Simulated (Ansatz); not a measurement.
`BC(C)(C)F` + `CBS` → `BSBC` + `CC(C)F`  (ligand exchange at a B–C bond)

Program: Ansatz. Geometries: PBE0-D4/def2-TZVP. ΔE: electronic, gas phase. CCSD(T)/CBS adds triple-zeta CCSD(T) − MP2 to the extrapolated MP2 energy (def2 sets, frozen cores). Functionals use def2-TZVPP. HSE06 is defined as in plane-wave codes. One conformer a species, not always the lowest.

```csv
level,ΔE (kJ/mol),difference from CCSD(T)/CBS
LDA (SPW92),-81.8,3.0
PBE-D4,-84.6,0.2
BHLYP-D4,-84.4,0.4
revPBE,-87.6,-2.8
BLYP,-84.8,0.0
r2SCANh,-85.5,-0.7
HSE06,-87.3,-2.5
HF/def2-QZVPP,-87.2,-2.4
SCS-MP2/def2-QZVPP,-86.7,-1.9
HF/CBS(def2),-87.3,-2.5
CCSD(T)/CBS,-84.8,0
```

Largest T1 diagnostic among the species: 0.013.

Leaving LDA and LC-ωPBE aside and taking each functional with its dispersion term where it has one, the values, not all of them listed here, spread over 7.2 kJ/mol, from PBE-QIDH to ωB97M-V. LDA lies +4.4 kJ/mol from PBE without D4.
